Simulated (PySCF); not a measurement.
Cu(OH)3, singlet: structure and spectrum

These are results of PySCF, PBE0, basis Cu def2-SVP, O def2-SVP, H def2-SVP (no relativity, density fitting), not measurements.

The structure is a minimum.

| Quantity | Value |
| --- | --- |
| Point group | C1 |
| Bond lengths | Cu–O 1.744 Å, Cu–O 1.761 Å, Cu–O 1.781 Å, O–H 0.965 Å (×2), O–H 0.971 Å |
| Bond angles | Cu–O–H 100.7°, Cu–O–H 112.5°, Cu–O–H 115.1°, O–Cu–O 97.1°, O–Cu–O 98.0°, O–Cu–O 164.6° |
| Principal polarisabilities | 17.4, 34.8, 61.0 bohr³ |
| Zero-point energy | 106.0 kJ/mol |
| Enthalpy at 298.15 K above 0 K | 19.26 kJ/mol |
| Dipole moment | 1.46 D |
| Rotational constants | 0.3214, 0.1561, 0.106 cm⁻¹ |
| Atomisation energy without zero-point energy | 1990 kJ/mol |
| Heat capacity Cp at 298.15 K | 95.1 J/(mol K) |
| Lowest empty level | -4.71 eV |
| Entropy at 298.15 K and 1 bar | 326.3 J/(mol K) |
| Rotational symmetry number | 1 |
| Highest occupied level | -8.11 eV |
| Principal quadrupole moments (Buckingham, traceless) about the centre of mass | -5.41, -0.78, 6.20 D Å |

Harmonic modes (masses in u: Cu 62.930, O 15.995, H 1.008):
```tsv
symmetry	ω (cm⁻¹)	IR (km/mol)	μ (u)
a	163	28.0	2.82
a	183	38.5	1.85
a	206	8.3	6.75
a	229	101	2.88
a	285	102	1.14
a	461	67.8	1.05
a	602	0.5	9.61
a	622	10.4	10.24
a	724	194	11.23
a	813	194	1.15
a	850	47.5	1.20
a	1003	70.5	1.12
a	3806	76.6	1.07
a	3868	107	1.07
a	3901	113	1.07
```

Charges (e):
```json
{"atom": "Cu1", "Mulliken": "0.68", "Löwdin": "0.47", "polar tensor": "0.88", "Mayer order to Cu1": "–"}
{"atom": "O2", "Mulliken": "-0.36", "Löwdin": "-0.19", "polar tensor": "-0.36", "Mayer order to Cu1": "0.92"}
{"atom": "O3", "Mulliken": "-0.46", "Löwdin": "-0.24", "polar tensor": "-0.71", "Mayer order to Cu1": "0.86"}
{"atom": "O4", "Mulliken": "-0.46", "Löwdin": "-0.26", "polar tensor": "-0.67", "Mayer order to Cu1": "0.86"}
{"atom": "H5", "Mulliken": "0.20", "Löwdin": "0.07", "polar tensor": "0.26", "Mayer order to Cu1": "0.02"}
{"atom": "H6", "Mulliken": "0.20", "Löwdin": "0.08", "polar tensor": "0.33", "Mayer order to Cu1": "0.02"}
{"atom": "H7", "Mulliken": "0.19", "Löwdin": "0.07", "polar tensor": "0.27", "Mayer order to Cu1": "0.02"}
```
Other Mayer orders above 0.3: O–H 0.95 (×3).

Mulliken populations on Cu1: s 6.46, p 12.55, d 9.31, f 0.00.

This need not be the most stable arrangement of these atoms.

The final relaxation and frequency run took 3.7 min on 2 threads of a shared Arm Neoverse N1 host, with 88 basis functions and 39 gradients; the process peaked at 1.5 GiB. Launch command: `OMP_NUM_THREADS=2 python axn.py task.json out`.
